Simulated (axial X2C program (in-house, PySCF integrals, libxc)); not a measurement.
# Curves of InH⁻ by EOM-EA-CCSD

Calculated with an axial X2C code built on PySCF integrals: two-component X2C with atomic mean-field Coulomb and Gaunt terms, Gaussian nuclei, basis In dyall-acv3z, H dyall-av3z with contracted cores.

Energies in eV from the lowest point of the lowest state; states are followed by energy order within each Ω. Reference: InH, 14 electrons correlated in 92 virtual spinors with an MP2 remainder; levels at this size can be off by some tenths of an eV. Masses 114.904 and 1.008 u.

```json
{"R (Å)": "1.702", "(1)Ω=1/2": "0.1285", "(1)Ω=3/2": "0.2083"}
{"R (Å)": "1.776", "(1)Ω=1/2": "0.0383", "(1)Ω=3/2": "0.1195"}
{"R (Å)": "1.850", "(1)Ω=1/2": "0.0000", "(1)Ω=3/2": "0.0828"}
{"R (Å)": "1.933", "(1)Ω=1/2": "0.0017", "(1)Ω=3/2": "0.0867"}
{"R (Å)": "2.017", "(1)Ω=1/2": "0.0365", "(1)Ω=3/2": "0.1239"}
{"R (Å)": "2.127", "(1)Ω=1/2": "0.1161", "(1)Ω=3/2": "0.2071"}
```

(1) Fit the curves (1)Ω=1/2, (1)Ω=3/2 near their minima.

For InH at CCSD, and between the minima:

Re = 1.843 Å, ωe = 1458.9 cm⁻¹; removing the electron costs 0.201 eV without zero-point terms.

T1 of the reference reaches 0.016 (Lee–Taylor). Curves followed by order can swap character. Number of frozen shells: In 4 s, 3 p, 1 d; H none. Roots with under 60 % one-particle weight at any point are counted in the labels but not shown, and the list ends where the roots sought for some Ω run out; states that need a further excitation are missing and may lie low or lowest. Curves with a minimum but no constants failed the fit check.

## Answers

(1) At EOM-EA-CCSD from InH (the fit fixes ωe to about one per cent; ωe of higher roots by this method can be off by ten per cent):

```json
{"state": "(1)Ω=1/2", "Te (cm⁻¹)": "0", "Re (Å)": "1.887", "ωe (cm⁻¹)": "1260.8"}
{"state": "(1)Ω=3/2", "Te (cm⁻¹)": "680", "Re (Å)": "1.883", "ωe (cm⁻¹)": "1277.8"}
```
